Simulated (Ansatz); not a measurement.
BF2, SMILES `F[B-]F` (excited triplet) (charge -1, multiplicity 3). This triplet is an excited state, 2.03 eV above the relaxed singlet at the level frozen-core CCSD(T)/aug-cc-pVTZ // B3LYP-D3(BJ)/def2-TZVPD (Ansatz, a program for electronic structure).

Calculation: LC-ωPBE/aug-cc-pVTZ // B3LYP-D3(BJ)/def2-TZVPD run with Ansatz.

Ansatz 0.2 input:
```yaml
crystal:
  periodic: [false, false, false]
  atoms:
    - { symbol: F, position_ang: [-1.188837, -0.24733, 0.000005] }
    - { symbol: B, position_ang: [-0.000347, 0.492961, -0.000001] }
    - { symbol: F, position_ang: [1.189184, -0.245631, -0.000004] }
basis:
  gaussian: { orbitals: aug-cc-pVTZ }
hamiltonian:
  xc: lc_wpbe
total_charge: -1
magnetization:
  spin_polarized: true
  initial_magnetization: 2
```

Output:

```
Functional definition: LC-wPBE
647 factors; their error is unknown
241 factors; integrals over basis functions are off by at most 3.7e-5 eV
mean field evaluation 1: about -6105.3432 eV, gradient 2.6e1 eV
mean field evaluation 2: about -6107.1269 eV, gradient 2.7e1 eV
mean field evaluation 4: about -6108.8301 eV, gradient 2.0e0 eV
mean field evaluation 8: about -6108.9813 eV, gradient 1.9e-1 eV
mean field evaluation 16: about -6108.9638 eV, gradient 3.7e-3 eV
mean field evaluation 32: about -6108.9638 eV, gradient 1.7e-5 eV
mean field -6108.96377488 eV, -224.5002779226 hartree, gradient 1.7e-5 eV, S^2 2.002269; 3 other end points of the search recorded, 0 dependent functions left out
reference -6108.96377489 eV, -224.5002779228 hartree; 13, 11 occupied and 125, 127 virtual orbitals, 647 factors
Total energy: -6108.96377489 eV, -224.5002779228 hartree
```
